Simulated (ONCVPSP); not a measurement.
What the settings do to the ONCV potential of rhodium (Rh)

Base potential:

- Element: Rh (Z = 45)
- Generator: ONCVPSP 4.0.1
- Type: optimised norm-conserving Vanderbilt (ONCV)
- Functional: PBEsol
- Relativity: scalar-relativistic
- Frozen core: [Ar] 3d10
- Valence charge: 17
- Reference configuration: 4s2 4p6 4d8 5s1
- Partial waves: 4s+5s: rc 1.35 bohr, ncon 4, nbas 7, qcut 7.2 1/bohr, 2 projectors; 4p: rc 1.35 bohr, ncon 4, nbas 7, qcut 11.5 1/bohr, 2 projectors, debl 2.8 Ha; 4d: rc 1.40 bohr, ncon 4, nbas 7, qcut 8.1 1/bohr, 1 projector
- Local potential: polynomial inside 1.20 bohr (lpopt 3, dvloc0 0 Ha)
- Core correction: Teter function fitted to the true core (icmod 2), fcfact 0.6

Cutoffs, loose and tight: the cutoffs (Ha) at which the residual kinetic energy of the hardest occupied pseudo-wave falls to 1 and 0.1 mHa per electron. They do not see the model core or the augmentation charge, which bear on the density cutoff. Test errors are all-electron minus pseudo excitation energies from the reference, over the configurations 4s2 4p6 4d8 5s0; 4s2 4p6 4d7 5s0; 4s2 4p6 4d6 5s0; 4s2 4p6 4d9 5s0. A dash means not determined; rows that change the core or the reference have their own tests.

```tsv
change	outcome	cutoff, loose	cutoff, tight	bound ghosts	GHOST(+) flags above zero	largest test error (meV)
base	generated	39 Ha	61 Ha	none	s	-2.2
p: rc 1.62	generated	30 Ha	61 Ha	none	s	-2.3
s: qcut 9	generated	39 Ha	47 Ha	none	none	-1.8
core correction Teter function fitted to the true core (icmod 2), fcfact 0.96	generated	39 Ha	61 Ha	none	s	-2.2
s: qcut 9.5; p: qcut 15.2; d: qcut 10.7	generated	57 Ha	68 Ha	none	s	-1.6
all radii but the core radius scaled by about 1.18 (s 1.60, p 1.60, d 1.64 bohr); local potential polynomial inside 1.42 bohr (lpopt 3, dvloc0 0 Ha)	generated	35 Ha	43 Ha	none	s	-5.1
core correction Teter function fitted to the true core (icmod 2), fcfact 0.25	generated	39 Ha	61 Ha	none	s	-2.1
d: rc 1.68	generated	39 Ha	61 Ha	none	s	-2.5
```
